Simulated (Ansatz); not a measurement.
Saddle point of BGeH₅F, doublet (BGeH₅F ([F][BH2][GeH3]) → BGeH₅F ([BH3][GeH2][F]); bonds formed: F1–Ge3, B2–H7; bonds broken: F1–B2, Ge3–H7), PBE0-D4/def2-TZVP structure:

```json
{"atom": "F1", "x (Å)": "-1.1842", "y (Å)": "-1.1072", "z (Å)": "0.4727"}
{"atom": "B2", "x (Å)": "-0.2485", "y (Å)": "-0.1197", "z (Å)": "-1.1500"}
{"atom": "Ge3", "x (Å)": "0.2113", "y (Å)": "0.1110", "z (Å)": "0.8661"}
{"atom": "H4", "x (Å)": "0.3976", "y (Å)": "-0.9360", "z (Å)": "-1.7178"}
{"atom": "H5", "x (Å)": "-1.0333", "y (Å)": "0.6637", "z (Å)": "-1.5705"}
{"atom": "H6", "x (Å)": "-0.4929", "y (Å)": "1.1467", "z (Å)": "1.7369"}
{"atom": "H7", "x (Å)": "1.1168", "y (Å)": "1.0185", "z (Å)": "-0.2064"}
{"atom": "H8", "x (Å)": "1.2334", "y (Å)": "-0.7769", "z (Å)": "1.5689"}
```

Energies are electronic, without zero-point energy. Barriers and step energies count from the start structure reached by relaxing down the imaginary mode; all methods use the PBE0-D4 structures, on which another method's saddle can fall below an end. Computed with Ansatz 0.2.0 (basis: def2-TZVPP, with def2-QZVPP for the basis limit); correlated methods freeze the cores; orbitals are unrestricted. Filled d shells of the heavier atoms are correlated. The def2 sets are not built for correlating such inner shells, so the correlated values are less sure here. B3LYP uses VWN-RPA correlation. Extrapolation: Hartree–Fock as exp(−7.88 √X), correlation as X^−2.97.

```csv
method,barrier (eV),step energy (eV)
SPW92,?,0.602
PBE-D4,1.891,0.530
BLYP-D4,1.926,0.573
r2SCAN-D4,1.932,0.501
B97M-V,1.930,0.525
PBE0-D4,2.008,0.544
B3LYP-D4,2.021,0.586
r2SCAN0-D4,2.033,0.529
BHLYP-D4,2.123,0.596
CAM-B3LYP-D4,2.042,0.585
wB97X-V,?,0.527
wB97M-V,2.022,0.572
B2PLYP,?,0.555
PBE-QIDH,2.046,0.526
RPA on PBE,1.942,0.549
HF,2.292,0.617
MP2,2.035,0.511
CCSD,2.080,0.559
CCSD(T),2.009,0.543
```

**Question.** Fill in the withheld barriers. (An estimate is asked for; the value comes from the calculation.)

**Answer.** By the calculation: B2PLYP 2.007; SPW92 1.901; wB97X-V 1.966 eV. Each is the energy of the saddle less that of the start structure, by the same method.

For comparison, the barrier by CCSD(T) at an estimated basis limit (MP2 extrapolated from triple and quadruple zeta, plus CCSD(T) − MP2 in triple zeta) is 1.957 eV.

No T1 diagnostic of these runs exceeds 0.017. ⟨S²⟩ of the unrestricted Hartree–Fock references: 0.76 to 0.78 (a pure state has 0.75).

Labels in which every atom is bracketed show which atoms are joined, not bond orders.

For scale, one of the runs: CCSD(T)/def2-TZVPP, 180 basis functions, launched by `ansatz run in.yaml --threads 4 --pin off --events-out ev --progress --plain --max-ram 9574MiB`. The run took 2.4 min on 4 CPU threads of an Arm Neoverse V2 (shared host), with 4.7 GiB of host memory at its peak.
